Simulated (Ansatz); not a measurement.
Trisilylamine, H9NSi3, relaxed with RKS PBE0-D4/def2-TZVP in Ansatz 0.2.0 from a PBE-D4/def2-SVP geometry. The force threshold is 0.005 eV/Å; the program also tests the step.

Charge 0, multiplicity 1.

Start:

```xyz
13

Si   -0.086   -0.946    1.491
N     0.031    0.078    0.051
Si   -1.408    0.923   -0.543
Si    1.498    0.032   -0.941
H     1.276   -1.045    2.122
H    -1.060   -0.319    2.450
H    -0.564   -2.342    1.179
H    -0.967    2.124   -1.334
H    -2.267    0.061   -1.434
H    -2.236    1.349    0.637
H     2.686   -0.151   -0.037
H     1.607    1.328   -1.695
H     1.491   -1.094   -1.945
```

(1) How much energy does the relaxation release, and in how many steps? (Best estimate.)

(2) Which bonds change most? (Best estimate.)

(3) Give the relaxed structure. (Estimate.)

## Answers

(1) Computed: 0.07 eV, in 3 steps.

(2) Ansatz gave: N2–Si3 from 1.771 to 1.740 Å; Si1–N2 from 1.771 to 1.740 Å; N2–Si4 from 1.771 to 1.740 Å; Si4–H13 from 1.508 to 1.489 Å.

(3) Computed: 
```xyz
13

Si   -0.084   -0.928    1.466
N     0.027    0.068    0.044
Si   -1.383    0.909   -0.533
Si    1.472    0.033   -0.924
H     1.261   -1.029    2.088
H    -1.046   -0.310    2.413
H    -0.557   -2.305    1.154
H    -0.949    2.095   -1.314
H    -2.227    0.055   -1.413
H    -2.203    1.328    0.632
H     2.645   -0.148   -0.033
H     1.581    1.313   -1.670
H     1.462   -1.081   -1.911
```
